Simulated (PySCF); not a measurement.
Stepwise substitution at one centre (Sn F-NH2). Isolated molecules, 0 K electronic values unless said otherwise. One relaxed conformer stands for each flexible species; it need not be the lowest. Strings in code marks are SMILES.

The HOMO–LUMO gap from two functionals at the same geometries (CAM-B3LYP-D3(BJ)/def2-TZVP), both in PySCF: PBE-D3(BJ)/def2-TZVP and TPSSh-D3(BJ)/def2-TZVP. 

| species | PBE-D3(BJ)/def2-TZVP (eV) | TPSSh-D3(BJ)/def2-TZVP (eV) |
|---|---|---|
| 0 of 4 F replaced by NH2 (`[F][Sn]([F])([F])[F]`) | 5.65 | 7.19 |
| 2 of 4 F replaced by NH2 | 4.33 | 5.54 |
| 4 of 4 F replaced by NH2 | 4.48 | 5.65 |

Over these rows, drawn at random from the members with no instability flagged (it was tested for open shells, ions and some series alone), PBE minus TPSSh-D3(BJ): mean -1.31 eV, from -1.55 eV to -1.17 eV.
